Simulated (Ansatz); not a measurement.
Computed with Ansatz on PBE0-D4/def2-TZVP structures; ΔE is electronic, products minus reactants. CCSD(T)/CBS adds triple-zeta CCSD(T) − MP2 to the extrapolated MP2 energy (def2 sets, frozen cores). This one scheme is used for every species. Functionals use def2-TZVPP. Each species was taken in one conformer, which may not be the lowest.

Consider the cleavage of the Si–Si bond: `C=C[SiH2][SiH3]` + `O[SiH](F)F` → `C=C[SiH2]O[SiH](F)F` + SiH₄.

```tsv
level	ΔE (kcal/mol)
r2SCAN-D4	-25.5
PBE0-D4	-22.9
B2PLYP	-27.7
PBE	-20.0
MP2/def2-TZVPP	-28.1
CCSD/def2-TZVPP	-27.9
MP2/def2-QZVPP	-28.3
CCSD/CBS(def2)	-27.8
```

Question: What does CCSD(T)/CBS give? (Estimate.)

Answer: Ansatz gave: -27.0 kcal/mol. The listed levels differ from it by 1.5, 4.1, -0.7, 7.0, -1.1, -0.9, -1.3, -0.8 kcal/mol.

Largest T1 diagnostic among the species: 0.013.

The D4 term adds −1.1 kcal/mol with B3LYP and −0.7 kcal/mol with PBE0; it sums over pairs of atoms, weighted by their polarisabilities, and B3LYP, whose exchange is more repulsive, gets the larger term. From PBE to PBE0 (25 % exact exchange), in def2-TZVPP and without D4, ΔE moves by −2.1 kcal/mol. In def2-TZVPP, CCSD(T) changes the Hartree–Fock value by +6.1 kcal/mol (the triples alone add +0.9 kcal/mol) and MP2 by +5.0 kcal/mol.

B3LYP here is the variant with VWN-RPA as its local correlation; programs differ in this.
